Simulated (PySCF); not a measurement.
C₂H₇FSeSi (SMILES C[Si](C)(F)[SeH]), singlet, at a GFN2-xTB geometry; PySCF with CASSCF(6,5)/STO-3G.

Input for PySCF:
```python
from pyscf import gto, scf, mcscf
import numpy

mol = gto.Mole()
mol.atom = '''
    C     1.86852113   -0.19511462   -1.38500973
    Si    0.44183777   -0.67595344   -0.23260998
    C    -0.69500712   -2.04219594   -0.89266117
    F     1.09511831   -1.21695653    1.14139916
    Se   -0.75204851    1.16517525    0.45414483
    H     1.50584960    0.21310940   -2.32308826
    H     2.50069440    0.55535514   -0.91864914
    H     2.48740735   -1.05733787   -1.61211900
    H    -1.45364475   -2.29657896   -0.15769892
    H    -1.20326891   -1.73638158   -1.80167627
    H    -0.12899785   -2.94193642   -1.11204267
    H    -1.22126776    1.48763229   -0.86567731
'''
mol.basis = 'sto-3g'
mol.verbose = 4
mol.build()

mf = scf.RHF(mol)
mf.kernel()
mc = mcscf.CASSCF(mf, 5, 6)
mc.fix_spin_(ss=0.0)
mc.kernel()
occ = numpy.linalg.eigvalsh(mc.fcisolver.make_rdm1(mc.ci, mc.ncas, mc.nelecas))[::-1]
ss = mc.fcisolver.spin_square(mc.ci, mc.ncas, mc.nelecas)[0]
print('natural occupations', occ.round(4), ' <S^2>', round(ss, 4))
```

The log (banner, timings and long lists left out):

```
PySCF version 2.14.0

[INPUT] verbose = 4
[INPUT] num. atoms = 12
[INPUT] num. electrons = 76
[INPUT] charge = 0
[INPUT] spin (= nelec alpha-beta = 2S) = 0
[INPUT] symmetry False subgroup None
[INPUT] Mole.unit = angstrom
[INPUT] Symbol           X                Y                Z      unit          X                Y                Z       unit  Magmom
[...]
nuclear repulsion = 437.383257141866
number of shells = 29
number of NR pGTOs = 147
number of NR cGTOs = 49
basis = sto-3g
ecp = {}

******** <class 'pyscf.scf.hf.RHF'> ********
method = RHF
initial guess = minao
damping factor = 0
level_shift factor = 0
DIIS = <class 'pyscf.scf.diis.CDIIS'>
diis_start_cycle = 1
diis_space = 8
diis_damp = 0
SCF conv_tol = 1e-09
SCF conv_tol_grad = None
SCF max_cycles = 50
direct_scf = True
direct_scf_tol = 1e-13
Set gradient conv threshold to 3.16228e-05
Initial guess from minao.
init E= -2832.83696829886
[...]
cycle= 1 E= -2836.02910928964  delta_E= -3.19  |g|= 0.514  |ddm|= 3.88
[...]
cycle= 2 E= -2836.17077070071  delta_E= -0.142  |g|= 0.109  |ddm|= 1.21
[...]
cycle= 3 E= -2836.176076815  delta_E= -0.00531  |g|= 0.0278  |ddm|= 0.211
[...]
cycle= 4 E= -2836.17665102321  delta_E= -0.000574  |g|= 0.00721  |ddm|= 0.0768
[...]
cycle= 5 E= -2836.17669042904  delta_E= -3.94e-05  |g|= 0.00135  |ddm|= 0.0226
[...]
cycle= 6 E= -2836.17669169133  delta_E= -1.26e-06  |g|= 0.00029  |ddm|= 0.0037
[...]
cycle= 7 E= -2836.17669175181  delta_E= -6.05e-08  |g|= 4.1e-05  |ddm|= 0.000873
[...]
cycle= 8 E= -2836.1766917531  delta_E= -1.28e-09  |g|= 8.29e-06  |ddm|= 0.00012
[...]
cycle= 9 E= -2836.17669175318  delta_E= -8.32e-11  |g|= 2.09e-06  |ddm|= 2.74e-05
[...]
Extra cycle  E= -2836.17669175317  delta_E= 1.23e-11  |g|= 1.04e-06  |ddm|= 4.76e-06
converged SCF energy = -2836.17669175317

******** <class 'pyscf.mcscf.mc1step.CASSCF'> ********
CAS (3e+3e, 5o), ncore = 35, nvir = 9
max_cycle_macro = 50
max_cycle_micro = 4
conv_tol = 1e-07
conv_tol_grad = None
orbital rotation max_stepsize = 0.02
orbital rotation threshold for CI restart = 0.01
augmented hessian ah_max_cycle = 30
augmented hessian ah_conv_tol = 1e-12
augmented hessian ah_linear dependence = 1e-14
augmented hessian ah_level shift = 1e-08
augmented hessian ah_start_tol = 2.5
augmented hessian ah_start_cycle = 3
augmented hessian ah_grad_trust_region = 3
kf_trust_region = 3
kf_interval = 4
ci_response_space = 4
ci_grad_trust_region = 3
with_dep4 0
natorb = False
canonicalization = True
sorting_mo_energy = False
[...]
CASCI E = -2836.18189062341  S^2 = 0.0000000
[...]
macro iter  25 (  7 JK    2 micro), CASSCF E = -2836.20582329807  dE = -2.65402879e-04  S^2 = 0.0000000
               |grad[o]|=0.00284  |grad[c]|=0.00262  |ddm|=0.00127  |maxRot[o]|=0.0648
macro iter  26 (  7 JK    2 micro), CASSCF E = -2836.20607128664  dE = -2.47988568e-04  S^2 = 0.0000000
               |grad[o]|=0.0026  |grad[c]|=0.00443  |ddm|=0.0013  |maxRot[o]|=0.0673
macro iter  27 (  7 JK    2 micro), CASSCF E = -2836.20625668331  dE = -1.85396671e-04  S^2 = 0.0000000
               |grad[o]|=0.00211  |grad[c]|=0.00623  |ddm|=0.00129  |maxRot[o]|=0.0686
macro iter  28 (  6 JK    2 micro), CASSCF E = -2836.20632634168  dE = -6.96583720e-05  S^2 = 0.0000000
               |grad[o]|=0.00128  |grad[c]|=0.00415  |ddm|=0.000831  |maxRot[o]|=0.0495
macro iter  29 ( 14 JK    4 micro), CASSCF E = -2836.20611780913  dE =  2.08532545e-04  S^2 = 0.0000000
               |grad[o]|=0.000475  |grad[c]|=0.0323  |ddm|=0.00591  |maxRot[o]|=0.0808
macro iter  30 ( 21 JK    4 micro), CASSCF E = -2836.20614550508  dE = -2.76959454e-05  S^2 = 0.0000000
               |grad[o]|=0.00176  |grad[c]|=0.00278  |ddm|=0.000445  |maxRot[o]|=0.0177
macro iter  31 (  7 JK    2 micro), CASSCF E = -2836.20626827125  dE = -1.22766171e-04  S^2 = 0.0000000
               |grad[o]|=0.00134  |grad[c]|=0.0049  |ddm|=0.000943  |maxRot[o]|=0.0381
macro iter  32 (  6 JK    2 micro), CASSCF E = -2836.20632937062  dE = -6.10993661e-05  S^2 = 0.0000000
               |grad[o]|=0.000819  |grad[c]|=0.00545  |ddm|=0.0011  |maxRot[o]|=0.0369
macro iter  33 (  4 JK    2 micro), CASSCF E = -2836.20633404224  dE = -4.67162590e-06  S^2 = 0.0000000
               |grad[o]|=0.000259  |grad[c]|=0.00031  |ddm|=9.22e-05  |maxRot[o]|=0.00793
macro iter  34 (  3 JK    1 micro), CASSCF E = -2836.20633564058  dE = -1.59833917e-06  S^2 = 0.0000000
               |grad[o]|=0.000131  |grad[c]|=0.000308  |ddm|=5.37e-05  |maxRot[o]|=0.0081
macro iter  35 (  1 JK    1 micro), CASSCF E = -2836.20633564067  dE = -9.04947228e-11  S^2 = 0.0000000
               |grad[o]|=2.56e-05  |grad[c]|=1.02e-05  |ddm|=1.23e-05  |maxRot[o]|=    0
1-step CASSCF converged in  35 macro (385 JK  94 micro) steps
CASSCF canonicalization
Density matrix diagonal elements [1.99556784 1.97896012 1.9731183  0.024941   0.02741275]
CASSCF energy = -2836.20633564067
CASCI E = -2836.20633564067  E(CI) = -8.53978680772389  S^2 = 0.0000000
natural occupations [1.9979 1.9799 1.9703 0.032  0.02  ]  <S^2> 0.0
```
